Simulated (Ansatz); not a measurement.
Reaction (formal exchange of groups at the Sn–O bond): `OC[O][SnH3]` + `COC(C)=N` → `CO[C](=N)[SnH3]` + `COCO`

Gas-phase electronic energies from Ansatz, PBE0-D4/def2-TZVP geometries. CCSD(T)/CBS is the MP2 limit (def2-TZVPP, def2-QZVPP) plus CCSD(T) − MP2 in def2-TZVPP, frozen cores. This one scheme is used for every species. Functionals use def2-TZVPP. Elements past krypton have def2 core potentials. For Sn outer-core shells are correlated without core-valence functions, which leaves a few kJ/mol of doubt a bond. Each species was taken in one conformer, which may not be the lowest.

`OC[O][SnH3]`:

```xyz
10

O     1.951    0.981   -1.057
C     0.656    0.526   -0.849
O     0.512    0.099    0.470
Sn   -1.217   -0.611    1.101
H     2.550    0.271   -0.805
H     0.005    1.381   -1.077
H     0.415   -0.299   -1.545
H    -1.589   -1.971    0.136
H    -0.906   -1.001    2.722
H    -2.378    0.624    0.905
```

`COC(C)=N`:

Z-matrix (Å, degrees):
```
C
O 1 1.419
H 1 1.091 2 110.7
H 1 1.089 2 105.8 3 119.9
H 1 1.092 2 110.7 3 -120.1
C 2 1.341 1 116.0 3 60.1
N 6 1.265 2 121.0 1 0.0
C 6 1.496 2 110.4 1 180.0
H 7 1.014 6 110.6 2 180.0
H 8 1.089 6 111.0 2 179.7
H 8 1.092 6 109.9 2 -59.3
H 8 1.092 6 109.9 2 58.6
```

`CO[C](=N)[SnH3]`:

Z-matrix (Å, degrees):
```
C
O 1 1.418
H 1 1.094 2 111.2
H 1 1.088 2 106.1 3 118.8
H 1 1.094 2 111.2 3 -122.3
C 2 1.354 1 117.4 3 61.1
Sn 6 2.158 2 111.7 1 -180.0
N 6 1.261 2 128.2 1 -0.0
H 7 1.706 6 108.8 2 -59.2
H 7 1.706 6 108.8 2 59.8
H 7 1.699 6 108.1 2 -179.7
H 8 1.021 6 113.9 2 -0.0
```

`COCO`:

```xyz
10

C    -0.355    0.833   -0.989
O     0.111    0.794    0.341
C     0.606   -0.451    0.715
O    -0.378   -1.441    0.796
H    -0.702    1.849   -1.178
H     0.452    0.594   -1.694
H    -1.180    0.133   -1.148
H     1.100   -0.290    1.678
H     1.331   -0.822   -0.020
H    -0.985   -1.198    1.501
```

| level | ΔE (kJ/mol) | difference from CCSD(T)/CBS |
| --- | --- | --- |
| PBE-D4 | 99.6 | -11.6 |
| r2SCAN-D4 | 110.0 | -1.2 |
| PBE0-D4 | 104.9 | -6.3 |
| ωB97M-V | 107.1 | -4.1 |
| B2PLYP | 108.0 | -3.2 |
| PBE | 100.4 | -10.8 |
| r2SCAN | 110.1 | -1.1 |
| HF/def2-TZVPP | 118.7 | 7.5 |
| MP2/def2-TZVPP | 108.7 | -2.5 |
| SCS-MP2/def2-TZVPP | 108.3 | -2.9 |
| CCSD/def2-TZVPP | 106.0 | -5.2 |
| CCSD(T)/def2-TZVPP | 103.4 | -7.8 |
| HF/def2-QZVPP | 121.2 | 10.0 |
| SCS-MP2/def2-QZVPP | 113.4 | 2.2 |
| HF/CBS(def2) | 121.6 | 10.4 |
| CCSD/CBS(def2) | 113.9 | 2.7 |
| CCSD(T)/CBS | 111.2 | 0 |

Largest T1 diagnostic among the species: 0.014.

From PBE to PBE0 (25 % exact exchange), in def2-TZVPP and without D4, ΔE moves by +5.3 kJ/mol. In def2-TZVPP, CCSD(T) changes the Hartree–Fock value by −15.3 kJ/mol (the triples alone add −2.6 kJ/mol) and MP2 by −10.0 kJ/mol.
